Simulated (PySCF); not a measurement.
Isomers of C8H7BrO. Theory: PBE0-D3(BJ)/def2-SVP geometry optimisation, gas phase in PySCF 2.14.0. One conformer each; no zero-point energy, no entropy. No frequencies were run at this level. Point groups hold within 0.08 Å.

**Question.** Rank from lowest to highest electronic energy at this level (kcal/mol).
A. `[CH3:1][c:2]1[cH:3][cH:4][cH:5][c:6]([C:7](=[O:8])[Br:9])[cH:10]1` with C5–C6–C7–O8 0°
B. `[CH3:1][C:2](=[O:3])[c:4]1[cH:5][cH:6][c:7]([Br:8])[cH:9][cH:10]1` with C1–C2–C4–C5 180°

**Answer.** A (0.0), B (6.9).

```
            SMILES       E (Eh)  E rel (kcal/mol)  dipole (D)  point group       A, B, C (MHz)
Cc1cccc(C(=O)Br)c1  -2957.14661               0.0        4.16            –  1733, 561.4, 425.1
CC(=O)c1ccc(Br)cc1  -2957.13557               6.9        2.31           Cs  3685, 372.1, 338.7
```
